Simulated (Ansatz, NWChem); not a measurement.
Predicting a hybrid from its neighbours: CsI

The species is CsI (2 atoms), meant as a singlet with charge 0. SMILES: `[I][Cs]`. The bond length is the measured one.

The HOMO–LUMO gap y, in eV, basis def2-TZVP with a core potential; a is the functional's share of exact exchange. Programs: Ansatz 0.2.0, NWChem 7.3.0.

| functional | program | a | y (eV) |
| --- | --- | --- | --- |
| r2SCAN | Ansatz | 0 | 3.50 |
| revPBE | Ansatz | 0 | 2.56 |
| TPSSh | NWChem | 0.1 | 3.40 |
| B3LYP | Ansatz | 0.2 | 3.64 |
| r2SCAN0 | Ansatz | 0.25 | 4.64 |
| PBE0 | Ansatz | 0.25 | ? |
| BHLYP | Ansatz | 0.5 | 5.22 |

Q: Fit y = c + s·a to the known rows and predict PBE0.

A: 
1. Means of the 6 rows: a = 0.1750, y = 3.827.
2. Σ(Δa)² = 0.17875, Σ(Δa·Δy) = 0.82, so the slope is 0.82/0.17875 = 4.5874.
3. Intercept: 3.827 − (4.5874) × 0.1750 = 3.024. The largest residual of the fit is 0.48.
4. PBE0: 3.024 + (4.5874) × 0.25 = 4.17 eV.

The run gave 4.12 eV, so the prediction is off by +0.05 eV, within the scatter of the fit. Exact exchange lowers occupied levels and raises empty ones. The rows mix families of semi-local functionals, which the line can't see.
